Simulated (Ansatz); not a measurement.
The pair A = C2H4 (SMILES C=C) (first 6 atoms), B = CH5N (SMILES CN); geometry from B3LYP-D3(BJ)/def2-TZVP.
(charge 0, multiplicity 1):
```xyz
13

C     -0.64297     0.26062     0.06777
C      0.54211    -0.19982     0.44388
H     -0.91349     0.36676    -0.97638
H     -1.39485     0.55140     0.79203
H      0.81222    -0.30577     1.48927
H      1.28680    -0.48808    -0.28980
C     -0.62163     0.32357     3.95340
N      0.73201    -0.23174     3.96883
H     -1.28641    -0.36981     3.43616
H     -0.61927     1.25510     3.38555
H     -1.05002     0.53017     4.94301
H      0.75690    -1.10732     4.47728
H      1.37522     0.39900     4.43173
```

Programs: Ansatz (Gaussian orbitals). 

Total energies (hartree), monomers frozen at their geometry in the pair:

```json
[
 {"structure": "AB", "HF/aug-cc-pVDZ": "-173.2746777", "PBE/def2-TZVPPD": "-174.2724596", "B3LYP/def2-TZVPPD": "-174.5317929"},
 {"structure": "A in the pair's basis", "HF/aug-cc-pVDZ": "-78.0438558", "PBE/def2-TZVPPD": "-78.5018581", "B3LYP/def2-TZVPPD": "-78.6255185"},
 {"structure": "B in the pair's basis", "HF/aug-cc-pVDZ": "-95.2311481", "PBE/def2-TZVPPD": "-95.7688501", "B3LYP/def2-TZVPPD": "-95.9058074"},
 {"structure": "A", "HF/aug-cc-pVDZ": "-78.0436634", "PBE/def2-TZVPPD": "-78.5018221", "B3LYP/def2-TZVPPD": "-78.6254831"},
 {"structure": "B", "HF/aug-cc-pVDZ": "-95.2307505", "PBE/def2-TZVPPD": "-95.7687254", "B3LYP/def2-TZVPPD": "-95.9056984"}
]
```

Q: Work out the interaction energy without and with the counterpoise correction, and the superposition error, for each level.

A: 
E(AB) − E(A) − E(B), times 627.509 kcal/mol, with the monomers in their own basis and then in the pair's basis:
- HF/aug-cc-pVDZ: -0.17 uncorrected, 0.20 corrected; the monomers gain 0.37 kcal/mol from borrowed functions
- PBE/def2-TZVPPD: -1.20 uncorrected, -1.10 corrected; the monomers gain 0.10 kcal/mol from borrowed functions
- B3LYP/def2-TZVPPD: -0.38 uncorrected, -0.29 corrected; the monomers gain 0.09 kcal/mol from borrowed functions

Ansatz is a program for electronic structure.
